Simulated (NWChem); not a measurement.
I₂Zn

SMILES: [I][Zn][I]
```xyz
3

Zn     0.0000     0.0000     0.0000
I      0.0000     0.0000    -2.4347
I      0.0000     0.0000     2.4347
```
Charge 0, spin multiplicity 1.

Everything below was run with NWChem. The geometry was optimised at PBE/def2-SVP with def2 effective core potentials on I, a minimum by its harmonic frequencies.

Symmetry labels belong to the abelian group D2h used in the runs, with the axes of the coordinates shown; states degenerate in a higher group split over its labels.

Effective core potentials replace the inner electrons of I; spin-orbit coupling is left out. The correlated methods keep 17 core orbitals frozen. The structure started from a generated list of species.

Problem. List the 8 singlet excitations that EOM-CCSD/def2-SVP with def2 effective core potentials on I, 17 core orbitals frozen gives, with oscillator strengths.

Solution. 
```tsv
state	symmetry	energy (eV)	wavelength (nm)	f
1	b3g	5.30	234	0.000
2	b2g	5.30	234	0.000
3	b2u	5.73	216	0.045
4	b3u	5.73	216	0.045
5	b1u	6.94	179	0.454
6	au	7.57	164	0.000
7	ag	7.82	159	0.000
8	b1g	7.99	155	0.000
```
These are the lowest roots of each symmetry, so higher states are missing between them.
